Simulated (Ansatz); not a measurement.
Reaction (redistribution): `F[Si]1(F)CO1` + `[CH3][AlH][CH2][GeH3]` → `F[Si]1([GeH3])CO1` + `[CH3][AlH][CH2]F`

Calculated with Ansatz (gas phase, PBE0-D4/def2-TZVP geometries, no zero-point term in ΔE). CCSD(T)/CBS is the MP2 limit (def2-TZVPP, def2-QZVPP) plus CCSD(T) − MP2 in def2-TZVPP, frozen cores. Functionals use def2-TZVPP. B3LYP here is the variant with VWN-RPA as its local correlation; programs differ in this. For Ge outer-core shells are correlated without core-valence functions, which leaves a few kJ/mol of doubt a bond. Scalar relativity is left out up to krypton. One conformer a species, not always the lowest.

Question: Is it downhill or uphill in electronic energy at CCSD(T)/CBS, and by how much? (An estimate is asked.)

Answer: The calculation gave: Uphill: ΔE = +242.0 kJ/mol.

Question: What do these levels give: r2SCAN-D4, ωB97X-V, ωB97M-V, B2PLYP, r2SCAN, PBE0, B3LYP, HF/def2-TZVPP, SCS-MP2/def2-TZVPP, CCSD/def2-TZVPP, HF/CBS(def2), CCSD/CBS(def2)? (Estimate.)

Answer: Computed: r2SCAN-D4 229.9, ωB97X-V 224.2, ωB97M-V 231.2, B2PLYP 233.2, r2SCAN 229.4, PBE0 217.0, B3LYP 217.1, HF/def2-TZVPP 244.6, SCS-MP2/def2-TZVPP 251.1, CCSD/def2-TZVPP 244.1, HF/CBS(def2) 246.1, CCSD/CBS(def2) 243.2 kJ/mol.

Largest T1 diagnostic among the species: 0.013.

From PBE to PBE0 (25 % exact exchange), in def2-TZVPP and without D4, ΔE moves by +15.0 kJ/mol.
